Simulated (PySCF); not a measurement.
Se(Et)(SeH) (C2H6Se2), SMILES C([Se][SeH])C.

Coordinates come from a B3LYP-D3(BJ)/def2-SVP optimisation. Other conformers were not sampled.

Calculation: TDA-B3LYP/def2-SVPD run with PySCF.

Vertical excitations. 

| state | energy (eV) | λ (nm) | f | main pairs |
|---|---|---|---|---|
| S1 | 3.55 | 349 | 0.004 | HOMO→LUMO 99 % |
| S2 | 3.88 | 320 | 0.006 | HOMO−1→LUMO 98 % |
| S3 | 5.23 | 237 | 0.007 | HOMO→LUMO+1 86 % |
| S4 | 5.36 | 231 | 0.014 | HOMO−1→LUMO+1 84 % |
| S5 | 5.45 | 227 | 0.003 | HOMO→LUMO+2 83 % |
| S6 | 5.96 | 208 | 0.012 | HOMO−1→LUMO+2 70 %, HOMO−2→LUMO 25 % |
| S7 | 6.07 | 204 | 0.024 | HOMO→LUMO+3 82 % |
| S8 | 6.21 | 199 | 0.066 | HOMO−3→LUMO 39 %, HOMO−2→LUMO 33 %, HOMO→LUMO+3 12 %, HOMO−1→LUMO+2 10 % |
| S9 | 6.54 | 189 | 0.015 | HOMO−1→LUMO+3 71 %, HOMO→LUMO+4 25 % |
| S10 | 6.61 | 188 | 0.054 | HOMO→LUMO+4 71 %, HOMO−1→LUMO+3 25 % |
| T1 | 2.94 | 421 | 0 | HOMO→LUMO 99 % |
| T2 | 3.29 | 377 | 0 | HOMO−1→LUMO 99 % |
| T3 | 4.85 | 256 | 0 | HOMO→LUMO+2 69 %, HOMO→LUMO+1 15 % |
| T4 | 4.90 | 253 | 0 | HOMO−1→LUMO+1 56 %, HOMO→LUMO+2 19 %, HOMO→LUMO+1 17 % |
Triplets are in the Tamm–Dancoff approximation.
